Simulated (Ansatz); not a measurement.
Z-matrix (Å, degrees):
```
B
Cl 1 2.228
C 1 1.565 2 80.7
H 1 1.198 2 103.2 3 -117.8
H 1 1.198 2 103.2 3 117.8
C 2 1.816 1 69.5 3 0.0
C 3 1.480 1 128.4 2 180.0
B 6 1.506 2 120.8 1 -180.0
H 7 1.095 3 109.7 1 58.0
H 7 1.090 3 112.9 1 179.9
H 7 1.095 3 109.7 1 -58.3
H 8 1.195 6 117.8 2 -180.0
H 8 1.192 6 121.6 2 0.0
```

Charge 0, multiplicity 1.

**Question.** List the ωB97M-V/def2-TZVPP orbital energies in eV (Ansatz). (Best estimate.)

**Answer.** The calculation gave: Occupied: -2772.66, -282.76, -282.42, -281.89, -263.02, -200.52, -200.39, -200.33, -188.00, -187.86, -27.67, -24.95, -22.17, -19.51, -16.63, -16.25, -15.31, -14.97, -13.93, -13.45, -13.43, -12.06, -11.83, -11.56, -11.15, -9.85. Lowest empty: -0.39, 1.41, 2.08, 2.43, 2.85, 3.34, 3.54, 3.76.
